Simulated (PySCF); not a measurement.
**[Nd(NH3)3]3+: from a saddle point downhill**

PySCF 2.14.0, RKS PBE0, Nd lcecp-1-SVP with ECP49, N def2-SVP, H def2-SVP; non-relativistic Hamiltonian with scalar-relativistic core potentials where named; density fitting; no spin-orbit coupling. Relaxed within the symmetry of its start, the geometry (C3h) is

```xyz
13

Nd    0.0000    0.0000    0.0000
N     2.4813    0.0010    0.0000
H     2.9293   -0.4679    0.8088
H     2.9293   -0.4679   -0.8088
H     2.9297    0.9351    0.0000
N    -1.2415    2.1483    0.0000
H    -1.0594    2.7708    0.8088
H    -1.0594    2.7708   -0.8088
H    -2.2747    2.0696    0.0000
N    -1.2397   -2.1494    0.0000
H    -1.8699   -2.3029    0.8088
H    -1.8699   -2.3029   -0.8088
H    -0.6550   -3.0047    0.0000
```

and its lowest harmonic modes are -45, -42, -42, -40, 84, 84 cm⁻¹ (negative: unstable). It was moved along the lowest mode and relaxed again, within the group C3 that the move left.

Problem. Where does it end, and how much lower?

Solution. In C3, 0.036 eV lower, after 15 steps:
```xyz
13

Nd    0.0000    0.0000    0.7373
N     2.3556   -0.0005   -0.0174
H     3.0423   -0.2715    0.7112
H     2.5869   -0.6413   -0.7981
H     2.7237    0.9092   -0.3496
N    -1.1774    2.0402   -0.0174
H    -1.2860    2.7705    0.7112
H    -0.7380    2.5610   -0.7981
H    -2.1493    1.9042   -0.3496
N    -1.1782   -2.0398   -0.0174
H    -1.7563   -2.4989    0.7112
H    -1.8489   -1.9196   -0.7981
H    -0.5744   -2.8134   -0.3496
```

Problem. How do the contacts change?

Solution. 
| contact | saddle (Å) | end (Å) |
| --- | --- | --- |
| Nd1–N2 (NH3) | 2.481 | 2.474 |
| Nd1–N6 (NH3) | 2.481 | 2.474 |
| Nd1–N10 (NH3) | 2.481 | 2.474 |


Problem. Is the end a minimum?

Solution. Yes, as far as the noise of the softest modes lets one tell (those above −25 cm⁻¹ count as noise); lowest modes -14, -14, -10, 52, 74, 74 cm⁻¹.

An lcecp potential fixes the number of 4f electrons, so in runs with it no electron can move into or out of that shell.

State: singlet in the valence, with the 4f electrons in the core potential.
